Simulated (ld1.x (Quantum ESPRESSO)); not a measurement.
## Pd, PAW: configuration errors across variants

```
Element                 : Pd (Z = 46)
Generator               : ld1.x (Quantum ESPRESSO) 7.5
Type                    : PAW
Functional              : PBE
Relativity              : fully relativistic
Frozen core             : [Kr]
Valence charge          : 10
Reference configuration : 4d9.5 5s0 5p0 (charge +0.5)
Partial waves           : 5s (bound, empty): rcut 2.50, rcutus 2.85 bohr; 5s channel at 1.15 Ry: rcut 2.50, rcutus 2.85 bohr; 5p (bound, empty): rcut 2.90, rcutus 4.05 bohr; 5p channel at 0.15 Ry: rcut 2.90, rcutus 4.05 bohr; 4d (bound): rcut 1.60, rcutus 2.05 bohr; 4d channel at 4.55 Ry: rcut 1.60, rcutus 2.05 bohr
Local potential         : all-electron potential smoothed inside 2.95 bohr (lloc = -2)
Core correction         : Bessel-smoothed model core, default radius (core density twice the valence density)
Augmentation charge     : PSQ, inside the norm-conserving radii
```

Open shells are filled in proportion to 2j + 1 (rel_dist='average').

All-electron excitation energies from the reference (eV): (1) 4d10 5s0 5p0 -3.236; (2) 4d9 5s0 5p0 5.883; (3) 4d8 5s0 5p0 26.702; (4) 4d7 5s0 5p0 61.059; (5) 4d6 5s0 5p0 110.399; (6) 4d9 5s0 5p1 2.001; (7) 4d9 5s1 5p0 -1.733.

Tests that are not counted but printed errors over 1 eV. “waves 4d (bound): rcut 1.60, rcutus 2.60 bohr; 4d channel at 4.55 Ry: rcut 1.60, rcutus 2.60 bohr”: 4d10 5s0 5p0 (solver errors, printed error -774 eV).

Errors AE − PS in meV (a dash: test not solved or not reliable):

```tsv
change	(1)	(2)	(3)	(4)	(5)	(6)	(7)	bound ghosts
base	-18	-23	-236	-730	-1613	-17	-12	not determined
waves 4d (bound): rcut 1.24, rcutus 1.32 bohr; 4d channel at 4.55 Ry: rcut 1.24, rcutus 1.32 bohr	-4.1	-8.4	-124	-504	-1341	-9.2	-11	not determined
waves 4d (bound): rcut 1.60, rcutus 1.80 bohr; 4d channel at 4.55 Ry: rcut 1.60, rcutus 1.80 bohr	-8.1	-13	-160	-576	-1422	-12	-11	not determined
waves 4d (bound): rcut 1.60, rcutus 2.38 bohr; 4d channel at 4.55 Ry: rcut 1.60, rcutus 2.38 bohr	-3.2	-7.4	-110	-460	-1256	-8.2	-10	not determined
waves 4d (bound): rcut 1.60, rcutus 2.60 bohr; 4d channel at 4.55 Ry: rcut 1.60, rcutus 2.60 bohr	–	-51	-460	-1225	-2321	-34	-17	not determined
waves 4d (bound): rcut 1.60, rcutus 3.04 bohr; 4d channel at 4.55 Ry: rcut 1.60, rcutus 3.04 bohr	–	–	–	–	–	–	–	not determined
```

Problem. Give the same row for: waves 4d (bound): rcut 1.60, rcutus 1.96 bohr; 4d channel at 4.55 Ry: rcut 1.60, rcutus 1.96 bohr.

Solution. -11, -16, -183, -621, -1473, -14, -12; bound ghosts: not determined.
